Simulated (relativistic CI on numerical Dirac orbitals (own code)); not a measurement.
## Sr¹⁴⁺: q coefficients and field-shift factors

Computed by Dirac-Coulomb-Breit CI, KLI orbitals optimised for each configuration, derivatives by finite differences, unscaled Slater integrals, QED left out (own radial code, finite nucleus).

Configurations in the expansion (outside the closed core [Ne]): 3s²3p⁶3d⁶, 3s²3p⁵3d⁷, 3s²3p⁴3d⁸, 3s3p⁶3d⁷, 3p⁶3d⁸, 3s²3p⁶3d⁵4s, 3s²3p⁶3d⁵4p, 3s3p⁵3d⁸. Levels of other configurations are missing.

With x = (α/α₀)² − 1 an excitation energy changes as ω = ω₀ + qx; K = 2q/ω₀ is the relative enhancement. Terms are leading LS components, so labels can repeat. The field-shift factor is F = δν/δ⟨r²⟩ for the transition from the lowest level.

Lowest level 3s²3p⁶3d⁶ ⁵D4.

```
        Level  ω₀ (cm⁻¹)  q (cm⁻¹)  F (GHz/fm²)
3s²3p⁶3d⁶ ⁵D3     8253.7      9393       0.0493
3s²3p⁶3d⁶ ⁵D2    11742.9     10110       0.0538
3s²3p⁶3d⁶ ⁵D1    14755.8     13850       0.0736
3s²3p⁶3d⁶ ⁵D0    16000.5     14710       0.0787
3s²3p⁶3d⁶ ³P2    55034.4      3995       0.0258
3s²3p⁶3d⁶ ³F4    58335.1     -4906       0.0393
3s²3p⁶3d⁶ ³H6    63240.9      3973       0.0995
3s²3p⁶3d⁶ ³H5    64493.6      3226       0.0939
3s²3p⁶3d⁶ ³F3    68926.1      7899        0.092
3s²3p⁶3d⁶ ³F2    71242.7      9006       0.0898
3s²3p⁶3d⁶ ³H4    72471.7     14710        0.141
3s²3p⁶3d⁶ ³P0    76674.8     15060        0.113
3s²3p⁶3d⁶ ³P1    76961.9     25230        0.139
3s²3p⁶3d⁶ ³G5    82151.7     15830        0.163
3s²3p⁶3d⁶ ³G4    86384.2     15470        0.164
3s²3p⁶3d⁶ ³G3    88999.2     19940         0.18
3s²3p⁶3d⁶ ³D2    94864.5      7379        0.119
3s²3p⁶3d⁶ ³D1    98147.8     13050        0.153
3s²3p⁶3d⁶ ³D3    98621.4     11590         0.15
3s²3p⁶3d⁶ ¹I6   100741.1     13940        0.195
3s²3p⁶3d⁶ ¹G4   105192.2     25250        0.228
3s²3p⁶3d⁶ ¹S0   115612.5     27540        0.225
3s²3p⁶3d⁶ ¹D2   117218.1     19950        0.144
```

At this charge energies of transitions that change n are usually good to better than 1 %, and those within a shell (Δn = 0) to a few per cent. Terms inside the open d or f shell come out 10 to 20 % too wide with unscaled integrals.

(1) Which transition from the lowest level has the largest |K|?

Answers

(1) 3s²3p⁶3d⁶ ⁵D3 at 8253.7 cm⁻¹, K = 2.28.
